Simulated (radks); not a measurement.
The gold ion Au10+, configuration [Xe] 4f14 5d1.

All-electron calculation, scalar-relativistic Kohn-Sham, r2SCAN, spin-polarised, spherical densities, finite nucleus; open shells are filled with parallel spins first (spin-orbit coupling, left out, can overturn this in heavy ions); meta-GGA in the generalised Kohn-Sham scheme; Fermi nuclear charge, rms radius 5.4371 fm. Program: a radial shooting solver on a logarithmic mesh with Libxc functionals.

Energy parts (eV):
| part | energy |
|---|---|
| total | -516546.21 |
| kinetic | 577772.82 |
| electron-nucleus | -1273000.85 |
| Hartree | 188385.58 |
| exchange-correlation | -9703.76 |

Orbitals (lengths in bohr, moments of r in powers of bohr; r(max) is where P^2 peaks):
orbital  occ.  eigenvalue (eV)       <r^4>   r(max)
1s down     1        -81020.28   4.253e-07  0.01042
1s up       1        -81020.27   4.253e-07  0.01042
2s up       1        -14469.82  0.00006229  0.06015
2s down     1        -14469.62  0.00006229  0.06015
2p up       3        -12532.91  0.00005058  0.04981
2p down     3        -12532.75  0.00005058  0.04981
3s up       1        -3559.674    0.002244   0.1695
3s down     1        -3559.648    0.002244   0.1695
3p up       3        -2995.305    0.002470   0.1688
3p down     3        -2995.263    0.002470   0.1688
3d up       5        -2390.983    0.001904   0.1377
3d down     5        -2390.864    0.001904   0.1377
4s up       1        -914.6913     0.05021   0.3825
4s down     1        -914.5394     0.05023   0.3826
4p up       3        -728.6808     0.06691   0.4024
4p down     3        -728.5501     0.06690   0.4024
4d up       5        -504.0556     0.09211   0.4100
4d down     5        -503.8917     0.09198   0.4100
5s up       1        -276.9613       1.122   0.8377
5s down     1        -275.8693       1.113   0.8364
4f up       7        -254.7414      0.1656   0.3755
4f down     7        -254.4895      0.1637   0.3755
5p up       3        -223.6220       1.735   0.9255
5p down     3        -222.2086       1.716   0.9232
5d up       1        -157.6712       3.477    1.074
5d down     0        -155.7176       3.420    1.069

The highest occupied level is 5d up at -157.67 eV. For comparison, the ionisation energy in NIST's Atomic Spectra Database is 168 eV (semi-empirical). In exact Kohn-Sham theory the highest level is minus the ionisation energy, but local and semilocal functionals leave it too shallow, through self-interaction and a potential that decays too fast; potentials with the right tail come closer. Spin moment in Bohr magnetons: 1. The density falls to 0.001 e/bohr^3 at r = 2.31 bohr.
